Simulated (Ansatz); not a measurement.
[Ln(H2O)6]3+: PBE-D4/def2-TZVP single points in Ansatz on relaxed structures, gas phase. Core potentials for Ce, Dy, Er, Eu, Gd, Ho, Nd, Pr, Sm, Tb, Tm, Yb, no spin–orbit coupling. HOMO and LUMO are taken over both spins. With an open 4f shell the SCF may have ended above the lowest state. The structures are stationary points that may keep the symmetry of their start. Remarks come from the PBE and PBE0 runs and from stability tests at other levels; not every state was tested.

Q: Estimate the order by HOMO (eV), lowest first.
A. [Nd(H2O)6]3+ (NdO6H12³⁺) (quartet)
B. [Pr(H2O)6]3+ (PrO6H12³⁺) (triplet)
C. [Ho(H2O)6]3+ (HoO6H12³⁺) (quintet)
D. [Ce(H2O)6]3+ (CeO6H12³⁺) (doublet)
E. [Eu(H2O)6]3+ (EuO6H12³⁺) (septet)
F. [Tb(H2O)6]3+ (TbO6H12³⁺) (septet)
G. [Gd(H2O)6]3+ (GdO6H12³⁺) (octet)
H. [Dy(H2O)6]3+ (DyO6H12³⁺) (sextet)
I. [Sm(H2O)6]3+ (SmO6H12³⁺) (sextet)
J. [Er(H2O)6]3+ (ErO6H12³⁺) (quartet)

A: J (-21.03), G (-20.83), C (-20.74), E (-20.45), I (-20.26), H (-19.93), A (-19.63), F (-19.12), B (-18.56), D (-17.34).

In full:

```json
{"species": "[Ce(H2O)6]3+ (CeO6H12³⁺)", "atoms": "19", "state": "doublet", "geometry": "PBE-D4/def2-SVP", "HOMO (eV)": "-17.34", "LUMO (eV)": "-16.58", "gap (eV)": "0.76", "point group (within 0.1 Å)": "–", "remarks": "–"}
{"species": "[Pr(H2O)6]3+ (PrO6H12³⁺)", "atoms": "19", "state": "triplet", "geometry": "PBE0-D4/def2-SVP", "HOMO (eV)": "-18.56", "LUMO (eV)": "-18.00", "gap (eV)": "0.56", "point group (within 0.1 Å)": "–", "remarks": "–"}
{"species": "[Nd(H2O)6]3+ (NdO6H12³⁺)", "atoms": "19", "state": "quartet", "geometry": "r2SCAN-D4/def2-SVP", "HOMO (eV)": "-19.63", "LUMO (eV)": "-18.16", "gap (eV)": "1.47", "point group (within 0.1 Å)": "–", "remarks": "–"}
{"species": "[Sm(H2O)6]3+ (SmO6H12³⁺)", "atoms": "19", "state": "sextet", "geometry": "PBE-D4/def2-SVP", "HOMO (eV)": "-20.26", "LUMO (eV)": "-19.72", "gap (eV)": "0.54", "point group (within 0.1 Å)": "–", "remarks": "–"}
{"species": "[Eu(H2O)6]3+ (EuO6H12³⁺)", "atoms": "19", "state": "septet", "geometry": "r2SCAN-D4/def2-SVP", "HOMO (eV)": "-20.45", "LUMO (eV)": "-20.18", "gap (eV)": "0.27", "point group (within 0.1 Å)": "–", "remarks": "spin-contaminated (⟨S²⟩ up to 12.17)"}
{"species": "[Gd(H2O)6]3+ (GdO6H12³⁺)", "atoms": "19", "state": "octet", "geometry": "PBE-D4/def2-SVP", "HOMO (eV)": "-20.83", "LUMO (eV)": "-17.37", "gap (eV)": "3.46", "point group (within 0.1 Å)": "Th", "remarks": "–"}
{"species": "[Tb(H2O)6]3+ (TbO6H12³⁺)", "atoms": "19", "state": "septet", "geometry": "r2SCAN-D4/def2-SVP", "HOMO (eV)": "-19.12", "LUMO (eV)": "-18.13", "gap (eV)": "0.99", "point group (within 0.1 Å)": "Th", "remarks": "–"}
{"species": "[Dy(H2O)6]3+ (DyO6H12³⁺)", "atoms": "19", "state": "sextet", "geometry": "PBE-D4/def2-SVP", "HOMO (eV)": "-19.93", "LUMO (eV)": "-18.99", "gap (eV)": "0.94", "point group (within 0.1 Å)": "–", "remarks": "–"}
{"species": "[Ho(H2O)6]3+ (HoO6H12³⁺)", "atoms": "19", "state": "quintet", "geometry": "PBE-D4/def2-SVP", "HOMO (eV)": "-20.74", "LUMO (eV)": "-18.88", "gap (eV)": "1.87", "point group (within 0.1 Å)": "Th", "remarks": "–"}
{"species": "[Er(H2O)6]3+ (ErO6H12³⁺)", "atoms": "19", "state": "quartet", "geometry": "PBE-D4/def2-SVP", "HOMO (eV)": "-21.03", "LUMO (eV)": "-19.24", "gap (eV)": "1.79", "point group (within 0.1 Å)": "Th", "remarks": "–"}
{"species": "[Tm(H2O)6]3+ (TmO6H12³⁺)", "atoms": "19", "state": "triplet", "geometry": "r2SCAN-D4/def2-SVP", "HOMO (eV)": "-20.73", "LUMO (eV)": "-20.06", "gap (eV)": "0.67", "point group (within 0.1 Å)": "–", "remarks": "–"}
{"species": "[Yb(H2O)6]3+ (YbO6H12³⁺)", "atoms": "19", "state": "doublet", "geometry": "PBE-D4/def2-SVP", "HOMO (eV)": "-20.72", "LUMO (eV)": "-20.40", "gap (eV)": "0.32", "point group (within 0.1 Å)": "–", "remarks": "–"}
```

The gap (eV) runs from 0.27 ([Eu(H2O)6]3+) to 3.46 ([Gd(H2O)6]3+).
